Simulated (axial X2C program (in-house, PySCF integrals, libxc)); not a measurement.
HMoH: properties at the nuclei

Computed with an in-house all-electron X2C program for linear molecules (integrals from PySCF): two-component X2C with atomic mean-field Coulomb and Gaunt terms, Gaussian nuclei, basis H dyall-v3z, Mo dyall-v3z with contracted cores.

H–Mo–H held linear, with bonds 1.833 and 1.833 Å (near the PBE0 minimum at charge 0 of the determinant lowest at the starting distance; the state shown can have its own minimum elsewhere, held linear; other orders of the atoms were not compared).

Input and command:
```json
{"zs": [1, 42, 1], "q": 0, "bas": ["dyall-v3z", "dyall-v3z", "dyall-v3z"], "r0": [1.7, 1.7], "symm": 1, "scan": ["PBE0", "HF", "LDA"], "levels": ["PBE0", "HF", "BHandHLYP"], "nst": 2}
```
```bash
python solin.py task.json out
```

Keys: zs atomic numbers; q charge; bas basis sets; r0 starting distance in Å; symm equal bonds; scan levels of the two-bond scan; levels methods; nst determinants followed.

Determinant lowest in the PBE0 search, Ω = 2 (⟨Sz⟩ = 2.00, ⟨Lz⟩ = 0.00 at PBE0), spin on the atoms H -0.06, Mo 2.11, H -0.06:

```json
{"level": "PBE0", "A∥/gI H (MHz)": "-1.19", "qzz H (a.u.)": "0.07", "A∥/gI Mo (MHz)": "-390", "qzz Mo (a.u.)": "-4.31"}
{"level": "HF", "A∥/gI H (MHz)": "-2.42", "qzz H (a.u.)": "0.09", "A∥/gI Mo (MHz)": "-519", "qzz Mo (a.u.)": "-3.77"}
{"level": "BHandHLYP", "A∥/gI H (MHz)": "-0.136", "qzz H (a.u.)": "0.08", "A∥/gI Mo (MHz)": "-407", "qzz Mo (a.u.)": "-4.16"}
```

Determinant 0.38 eV from it at PBE0 and this distance, Ω = 1 (⟨Sz⟩ = 2.00, ⟨Lz⟩ = -1.00 at PBE0), spin on the atoms H -0.03, Mo 2.05, H -0.03:

```json
{"level": "PBE0", "A∥/gI H (MHz)": "-6.52", "qzz H (a.u.)": "0.07", "A∥/gI Mo (MHz)": "877", "qzz Mo (a.u.)": "-4.48"}
{"level": "HF", "A∥/gI H (MHz)": "-13.4", "qzz H (a.u.)": "0.08", "A∥/gI Mo (MHz)": "416", "qzz Mo (a.u.)": "-4.95"}
{"level": "BHandHLYP", "A∥/gI H (MHz)": "-5.97", "qzz H (a.u.)": "0.08", "A∥/gI Mo (MHz)": "730", "qzz Mo (a.u.)": "-4.70"}
```

A∥ (defined per Ω) follows by multiplying with gI = μI/(I μN); qzz is the electric field gradient, eQq0 = 234.96 MHz × Q/barn × qzz. The operators were transformed with the bare-nucleus X2C matrices; with these basis sets, hyperfine constants and field gradients can be off by tens of per cent, and where levels differ in sign neither size nor sign is settled.

Question: With gI(95Mo) = -0.3657, Q(95Mo) = -0.022 barn (g factors from the IAEA table of nuclear moments by Stone; Q from Pyykkö, Mol. Phys. 2018), turn the PBE0 values of the first state into constants in MHz.

Answer: A∥(95Mo) = -390 × -0.3657 = 143 MHz; eQq0(95Mo) = 234.96 × (-0.022) × (-4.31) = 22.3 MHz.

The molecule was held linear; bending was not examined, so a bent shape may lie lower.

Each state is one determinant with collinear spin, which with several unpaired electrons need not be a pure state. Unrestricted Hartree–Fock can overshoot spin polarisation at the nuclei. This is the top spin component of a Σ state; components of lower Ω are not single determinants and can lie lower. With several open shells hyperfine constants can be off by a factor of several. Open-shell Ω = 0 determinants with evenly filled partner blocks cannot be reached by this program, so the Ω shown need not be the lowest component. States lie within half an eV, so the first need not be the ground state. Where a field gradient or hyperfine factor spreads by more than a factor of two over the levels, a constant derived from it is not to be relied on. PBE0 term energies can be off by some tenths of an eV.
